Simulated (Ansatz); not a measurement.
`CC[SiH](O)F` → `COC[SiH2]F`  (isomerisation)

Program: Ansatz. Geometries: PBE0-D4/def2-TZVP. ΔE: electronic, gas phase. CBS: MP2 limit from def2 TZ/QZ plus the TZ coupled-cluster correction, frozen cores. DFT in def2-TZVPP. B3LYP here is the variant with VWN-RPA as its local correlation; programs differ in this. One conformer a species, not always the lowest.

| level | ΔE (eV) | difference from CCSD(T)/CBS |
| --- | --- | --- |
| PBE-D4 | 2.60 | -0.21 |
| r2SCAN-D4 | 2.75 | -0.06 |
| PBE0-D4 | 2.70 | -0.11 |
| B3LYP-D4 | 2.66 | -0.15 |
| ωB97X-V | 2.67 | -0.14 |
| ωB97M-V | 2.75 | -0.06 |
| B2PLYP | 2.74 | -0.07 |
| PBE | 2.59 | -0.22 |
| r2SCAN | 2.75 | -0.06 |
| PBE0 | 2.69 | -0.12 |
| B3LYP | 2.65 | -0.16 |
| HF/def2-TZVPP | 2.72 | -0.09 |
| MP2/def2-TZVPP | 2.89 | 0.08 |
| SCS-MP2/def2-TZVPP | 2.79 | -0.02 |
| CCSD/def2-TZVPP | 2.77 | -0.04 |
| CCSD(T)/def2-TZVPP | 2.76 | -0.05 |
| HF/def2-QZVPP | 2.73 | -0.08 |
| MP2/def2-QZVPP | 2.92 | 0.11 |
| SCS-MP2/def2-QZVPP | 2.82 | 0.01 |
| HF/CBS(def2) | 2.73 | -0.08 |
| MP2/CBS(def2) | 2.94 | 0.13 |
| CCSD/CBS(def2) | 2.82 | 0.01 |
| CCSD(T)/CBS | 2.81 | 0 |

Largest T1 diagnostic among the species: 0.011.

In def2-TZVPP, CCSD(T) changes the Hartree–Fock value by +0.04 eV (the triples alone add −0.01 eV) and MP2 by +0.17 eV. From PBE to PBE0 (25 % exact exchange), in def2-TZVPP and without D4, ΔE moves by +0.10 eV.
